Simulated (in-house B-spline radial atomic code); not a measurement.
A fraction x of an electron is removed from 5p in neutral indium, starting from [Kr] 4d10 5s2 5p1 and keeping the highest spin. All numbers are computed (scalar-relativistic (X2C) LDA exchange-only, spin-polarised, spherical fractional occupations; Fermi nucleus of rms radius 4.6156 fm) with an all-electron radial atomic-structure program (B-spline basis), not measured.

```csv
x,E(x) - E(0) (eV),5p up level (eV)
0,0.0000,-2.241
0.02,0.0458,-2.338
0.13,0.3331,-2.888
0.35,1.0939,-4.040
0.47,1.6177,-4.693
0.5,1.7610,-4.858
0.52,1.8592,-4.969
0.72,2.9652,-6.095
0.8,3.4711,-6.553
0.9,4.1551,-7.128
1,4.8968,-
```

The exact functional would give a straight line between the two integer points. Deviations E(x) - E(0) - x[E(1) - E(0)], in eV: -0.052 at x = 0.02, -0.303 at x = 0.13, -0.62 at x = 0.35, -0.684 at x = 0.47, -0.687 at x = 0.5, -0.687 at x = 0.52, -0.56 at x = 0.72, -0.446 at x = 0.8, -0.252 at x = 0.9.

The curve lies below the straight line by up to 0.687 eV (at x = 0.5): convex, the delocalisation error that favours fractional charges.

(1) How well does Slater's transition state (minus the level at half occupation) give the ionisation energy?

Answers

(1) It gives 4.858 eV against 4.897 eV from the two total energies; NIST lists 5.79 eV, ground level to ground level.
